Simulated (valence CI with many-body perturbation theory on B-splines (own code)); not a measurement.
The 13-electron sequence from Eu50+ to Os63+

Level of theory: valence CI with perturbative core correlation (CI+MBPT): three valence electrons over a frozen Dirac-Fock core [Ne], radial functions for each j: 11 s, 11 p, 9 d, 7 f, 5 g, 2 h, 1 i, with the one-electron correlation potential Σ1, the two-electron term Σ2, the three-electron term Σ3, Breit, model QED; selected CI, second order for the rest (own B-spline code, finite nucleus). Basis and details of the method differ along the sequence, and some ions are missing.

Excitation energies in eV above the lowest level of each ion. Labels name the leading LS component, so a column can jump where levels mix; a blank means that no level of the computed list carries the label, and where several do, the lowest of them is shown. The ionisation energies from NIST are mostly theoretical or semi-empirical. By estimate, excited configurations hold to about 0.1 % in light ions and 0.5 % in heavy ones, terms of the ground configuration to 0.5 to 2 %, and small fine-structure intervals to 10 cm⁻¹ or more; near the neutral end and where shells cross, configurations can be misplaced by 0.1 to 0.6 eV.

```
  Ion    Lowest level  IE (eV)  IE, NIST (eV)  3s 3p2 4P_1/2  3s2 3p 2P°_3/2  3s 3p2 4P_3/2  3s2 3d 2D_3/2  3p3 2P°_3/2  3s 3p 3d 4F°_3/2  3s 3p 3d 4D°_3/2
Eu50+  3s2 3p 2P°_1/2   4514.7       4513 ± 4          129.4           169.9          276.0          359.5        437.7             451.5             486.5
Gd51+  3s2 3p 2P°_1/2   4694.7       4693 ± 4          132.7           182.9          291.7          376.4        457.0             470.8             506.7
Tb52+  3s2 3p 2P°_1/2   4878.8       4877 ± 4          136.0           196.8          308.2          394.2        477.2             490.9             527.8
Dy53+  3s2 3p 2P°_1/2     5067       5066 ± 5          139.3           211.4          325.5          412.8        498.2             511.9             549.8
Ho54+  3s2 3p 2P°_1/2   5259.3       5258 ± 5          142.7           227.0          343.8          432.3        520.2             533.8             572.7
Er55+  3s2 3p 2P°_1/2   5455.8       5455 ± 5          146.1           243.4          363.0          452.7        543.2             556.7             596.5
Tm56+  3s2 3p 2P°_1/2   5656.6       5656 ± 5          149.6           260.8          383.2          474.1        567.2             580.7             621.4
Yb57+  3s2 3p 2P°_1/2   5861.6       5860 ± 6          153.0           279.1          404.4          496.5        592.2             605.6             647.4
Lu58+  3s2 3p 2P°_1/2     6071       6070 ± 6          156.6           298.6          426.7          520.0        618.4             631.7             674.4
Hf59+  3s2 3p 2P°_1/2   6284.9       6284 ± 7          160.2           319.1          450.2          544.6        645.7             659.0             702.6
Ta60+  3s2 3p 2P°_1/2   6503.2      6502 ± 10          163.8           340.7          474.8          570.4        674.2             687.5             732.0
 W61+  3s2 3p 2P°_1/2     6726       6735 ± 7          167.5           363.5          500.7          597.4        704.0             717.3             762.7
Re62+  3s2 3p 2P°_1/2   6953.5      6952 ± 15          171.2           387.6          527.9          625.7        735.1             748.5             794.7
Os63+  3s2 3p 2P°_1/2   7185.6      7185 ± 19          175.0           413.0          556.4          655.3                          767.5             828.1
```

Task: Does the computed ground configuration or its J change in this range?

Result: No, it stays 3s2 3p with J = 1/2; its leading component is 99 % 2P° at the start and 100 % 2P° at the end, where the leading jj configuration holds 100 %.

Shares of the ionisation energy in eV, for some of the ions:

| Ion | Σ1 | Σ2 | Σ3 | Breit | QED |
| --- | --- | --- | --- | --- | --- |
| Eu50+ | 1.10 | -0.109 | -0.0709 | -5.48 | 0.00589 |
| Tb52+ | 1.12 | -0.100 | -0.0721 | -6.15 | -0.0186 |
| Ho54+ | 1.14 | -0.0912 | -0.0733 | -6.87 | -0.0498 |
| Tm56+ | 1.15 | -0.0819 | -0.0745 | -7.66 | -0.0887 |
| Lu58+ | 1.17 | -0.0722 | -0.0758 | -8.52 | -0.136 |
| Ta60+ | 1.19 | -0.0620 | -0.0772 | -9.44 | -0.194 |
| Re62+ | 1.20 | -0.0514 | -0.0785 | -10.4 | -0.264 |
